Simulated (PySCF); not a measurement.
## Electron correlation in Zn²⁺ (zinc, charge +2)

[Ar] 3d10, closed-shell 1S. Calculation: PySCF 2.14, in x2c-SVPall (5s3p3d1f, 36 functions); the spin-free X2C one-electron Hamiltonian (Gaussian nucleus). Frozen: [Ar]; 10 electrons correlated.

Total MP2 correlation energy: -249.93 mhartree.

Same-spin part -95.84 and opposite-spin part -154.10 mhartree; SCS-MP2 scales them by 1/3 and 6/5 to -216.86 mhartree.

| level | correlation energy (mhartree) |
| --- | --- |
| CCSD | -230.50 |
| (T) | -5.62 |
| CCSD(T) | -236.12 |

Diagnostics: T1 = 0.0085, D1 = 0.0120, largest double amplitude 0.023.

Cost of the coupled-cluster step: 0.16 s of wall time on 1 thread of Neoverse-V1 (shared host), for 10 correlated electrons.
